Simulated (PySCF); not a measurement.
Ga(F)(NH2)2, SMILES [F][Ga]([NH2])[NH2], singlet (CAM-B3LYP/def2-SVP optimised geometry):

```
8

Ga    -0.126    -0.398     0.000
F     -0.886    -1.976     0.000
N      1.669    -0.398     0.000
H      2.250     0.430    -0.002
H      2.210    -1.254     0.012
N     -1.244     1.006     0.000
H     -0.957     1.976    -0.001
H     -2.250     0.896    -0.012
```

Computed with CAM-B3LYP/def2-TZVP (PySCF 2.14.0).

Q: What are the frontier orbital energies and the dipole moment?

A: HOMO-2 -11.51 eV, HOMO-1 -9.42 eV, HOMO -8.65 eV, LUMO 0.61 eV, LUMO+1 1.73 eV; dipole moment 2.97 D.

On the same geometry PBE/def2-TZVP in PySCF 2.14.0 gives HOMO-2 -8.07 eV, HOMO-1 -6.41 eV, HOMO -5.74 eV, LUMO -1.14 eV, LUMO+1 0.08 eV; dipole moment 2.88 D.

Meta-Löwdin charges at CAM-B3LYP/def2-TZVP: Ga1 0.95, F2 -0.52, N3 -0.69, H4 0.24, H5 0.24, N6 -0.69, H7 0.24, H8 0.24.
